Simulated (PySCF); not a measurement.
## A survey of 17O NMR shifts

PySCF 2.14 calculation with GFN2-xTB structure and GIAO PBE0/pcSseg-1 shieldings; in vacuum, non-relativistic, a single conformation, averaged over atoms made equivalent by symmetry, fast rotation or ring inversion.

Shieldings were converted by a linear fit to measured shifts: 17O (scatter 10.7 ppm rms, 12.2 ppm with the 3 outliers that the fit left out vs liquid water, solution or neat liquid). Occasional misses reach two or three times the rms, and more in compound classes unlike the fitted ones.

(1) Give the 17O shifts of `CCC[C@@H]1OCCO[C@@H]1F`, `CO[C@@](C)(CCl)[C@H](C)F`, `CO[C@@H]1CC[C@@H](CF)CO1`, `CC[C@@]1(O[C@@H](C)F)CCO1`, `CC[C@@H](COC)[C@@H](F)Cl`, `CCO/C(OC)=C(/C)CF`.

(2) Order these by 17O shift, lowest first.
A. CC[C@@H](COC)[C@H](F)Cl
B. CCOC[C@@](C)(Cl)CF
C. CC(C)O[C@@H](C)[C@@H](F)Cl

## Answers

(1) 
```tsv
compound	environment	δ (ppm)
[CH3:1][CH2:2][CH2:3][C@@H:4]1[O:5][CH2:6][CH2:7][O:8][C@@H:9]1[F:10]	O8: ether oxygen	39.3
[CH3:1][CH2:2][CH2:3][C@@H:4]1[O:5][CH2:6][CH2:7][O:8][C@@H:9]1[F:10]	O5: ether oxygen	2.3
CO[C@@](C)(CCl)[C@H](C)F	ether oxygen	-9.4
[CH3:1][O:2][C@@H:3]1[CH2:4][CH2:5][C@@H:6]([CH2:7][F:8])[CH2:9][O:10]1	O2: ether oxygen	13.0
[CH3:1][O:2][C@@H:3]1[CH2:4][CH2:5][C@@H:6]([CH2:7][F:8])[CH2:9][O:10]1	O10: ether oxygen	12.1
[CH3:1][CH2:2][C@@:3]1([O:4][C@@H:5]([CH3:6])[F:7])[CH2:8][CH2:9][O:10]1	O4: ether oxygen	112.7
[CH3:1][CH2:2][C@@:3]1([O:4][C@@H:5]([CH3:6])[F:7])[CH2:8][CH2:9][O:10]1	O10: ether oxygen	34.8
CC[C@@H](COC)[C@@H](F)Cl	ether oxygen	-20.8
[CH3:1][CH2:2][O:3]/[C:4]([O:5][CH3:6])=[C:7](/[CH3:8])[CH2:9][F:10]	O3: ether oxygen	53.9
[CH3:1][CH2:2][O:3]/[C:4]([O:5][CH3:6])=[C:7](/[CH3:8])[CH2:9][F:10]	O5: ether oxygen	38.1
```

(2) A (-22.5 ppm, ether oxygen), B (9.8 ppm, ether oxygen), C (43.5 ppm, ether oxygen).
